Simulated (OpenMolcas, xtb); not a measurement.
## How methods differ on CH7AlOSi (SMILES [CH3][AlH][O][SiH3])

The species is CH7AlOSi (11 atoms), meant as a singlet with charge 0. As SMILES, `[CH3][AlH][O][SiH3]`. The coordinates come from a PBE0-D4/def2-TZVP relaxation. This is one conformer, not always the lowest.

Each level gives the HOMO–LUMO gap (eV). The values are calculated.

| level | kind | program | value (eV) | CPU time |
| --- | --- | --- | --- | --- |
| GFN0-xTB | semi-empirical | xtb | 4.78 | under 2 s |
| HF/cc-pVDZ | Hartree–Fock | OpenMolcas | 13.08 | 8.4 s |
| SVWN5/cc-pVDZ | LDA | OpenMolcas | 4.91 | 27 s |
| PBE/cc-pVDZ | GGA | OpenMolcas | 5.04 | 39 s |
| r2SCAN/cc-pVDZ | meta-GGA | OpenMolcas | 5.72 | 47 s |
| B3LYP/cc-pVDZ | global hybrid | OpenMolcas | 6.72 | 37 s |
| B2PLYP/cc-pVDZ | double hybrid | OpenMolcas | 9.39 | 26 s |

The values span 4.78 to 13.08 eV. Orbital gaps aren't excitation energies, and those of double hybrids come from the SCF part alone; they tend to grow with the share of exact exchange. CPU times are rough (shared hosts, several kinds of processor): they show what a rung costs within a factor of a few.
